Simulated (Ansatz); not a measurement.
`[OH][AlH][SiH2]O` + `NC([SiH3])N[SiH3]` → `[NH2][AlH][SiH2]O` + `OC([SiH3])N[SiH3]`  (redistribution)

Gas-phase electronic energies from Ansatz, PBE0-D4/def2-TZVP geometries. CCSD(T)/CBS is the MP2 limit (def2-TZVPP, def2-QZVPP) plus CCSD(T) − MP2 in def2-TZVPP, frozen cores. DFT in def2-TZVPP. B3LYP here is the variant with VWN-RPA as its local correlation; programs differ in this. One conformer a species, not always the lowest.

```csv
level,ΔE (kcal/mol),difference from CCSD(T)/CBS
PBE-D4,8.3,-0.5
r2SCAN-D4,8.3,-0.5
PBE0-D4,8.3,-0.5
B3LYP-D4,8.1,-0.7
ωB97X-V,8.0,-0.8
ωB97M-V,8.3,-0.5
B2PLYP,7.9,-0.9
PBE,7.7,-1.1
r2SCAN,8.1,-0.7
PBE0,7.8,-1.0
B3LYP,7.1,-1.7
HF/def2-TZVPP,6.6,-2.2
MP2/def2-TZVPP,9.2,0.4
SCS-MP2/def2-TZVPP,8.7,-0.1
CCSD/def2-TZVPP,8.2,-0.6
CCSD(T)/def2-TZVPP,8.3,-0.5
HF/def2-QZVPP,6.8,-2.0
MP2/def2-QZVPP,9.5,0.7
SCS-MP2/def2-QZVPP,8.9,0.1
HF/CBS(def2),6.8,-2.0
MP2/CBS(def2),9.6,0.8
CCSD/CBS(def2),8.6,-0.2
CCSD(T)/CBS,8.8,0
```

Largest T1 diagnostic among the species: 0.013.

The D4 term adds +0.9 kcal/mol with B3LYP and +0.5 kcal/mol with PBE0; it sums over pairs of atoms, weighted by their polarisabilities, and B3LYP, whose exchange is more repulsive, gets the larger term. In def2-TZVPP, CCSD(T) changes the Hartree–Fock value by +1.7 kcal/mol (the triples alone add +0.2 kcal/mol) and MP2 by +2.6 kcal/mol.
